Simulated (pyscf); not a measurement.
PySCF, gas phase, ωB97X-D3(BJ)/def2-SVP geometries. Correlated levels are frozen-core, on RHF or UHF. ΔMP2 is the change of the MP2 total energy from the triple- to the quadruple-zeta basis.

SMILES: BBC
```xyz
9

B      0.1817     0.0330    -1.0822
B      0.1699     0.3721     0.5489
C     -1.0692     0.2539     1.5158
H     -0.0943     0.8685    -1.9176
H      0.4867    -1.0631    -1.5038
H      1.2086     0.7807     1.0404
H     -1.9619    -0.2397     1.1045
H     -0.7913    -0.2252     2.4699
H     -1.3478     1.2923     1.7835
```

Q: How much does it cost (ΔH, 298 K, CCSD(T)/def2-TZVPP + ΔMP2(QZVPP)) to split H₂B–BH–CH₃ (SMILES BBC) at its B–B bond into BH₂• + [HB–CH₃]•?

A: B–B to BH₂• + [HB–CH₃]•: 101.8 kcal/mol. The radicals are drawn with the spin at the cut bond; how far it spreads was not checked. H₂B–BH–CH₃ lies 6.0 kcal/mol over its isomer H₂B–CH₂–BH₂, and others may lie lower still (electronic energy, ωB97M-D3(BJ)). [HB–CH₃]• lies 10.3 kcal/mol over its isomer H₂B–CH₂•, and others may lie lower still (electronic energy, ωB97M-D3(BJ)). The CCSD(T) − MP2 part came from Ansatz, without density fitting, on the same reference.
